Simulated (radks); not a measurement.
Question: Species: Pb75+. Configuration: [He] 2s2 2p3 (the NIST ground configuration). All-electron calculation, scalar-relativistic Kohn-Sham, LB94 model potential, spin-polarised, spherical densities, finite nucleus; open shells are filled with parallel spins first (spin-orbit coupling, left out, can overturn this in heavy ions); Fermi nuclear charge, rms radius 5.5012 fm. Program: a radial shooting solver on a logarithmic mesh with Libxc functionals. Some entries of the table are withheld. Estimate them.

| orbital | occ. | eigenvalue (Ry) | <r^2> (bohr^2) | <1/r> (bohr^-1) |
|---|---|---|---|---|
| 1s down | 1 | -7125.491 | 0.0003545 | 101.5 |
| 1s up | 1 | -7124.179 | 0.0003549 | 101.5 |
| 2s up | 1 | -1729.587 | 0.005117 | (1) |
| 2s down | 1 | -1721.845 | 0.005131 | (2) |
| 2p up | 3 | -1573.472 | 0.004270 | (3) |
| 2p down | 0 | -1566.049 | 0.004278 | (4) |

Answer: 
(1) 2s up <1/r> (bohr^-1): 24.52
(2) 2s down <1/r> (bohr^-1): 24.48
(3) 2p up <1/r> (bohr^-1): 21.56
(4) 2p down <1/r> (bohr^-1): 21.56
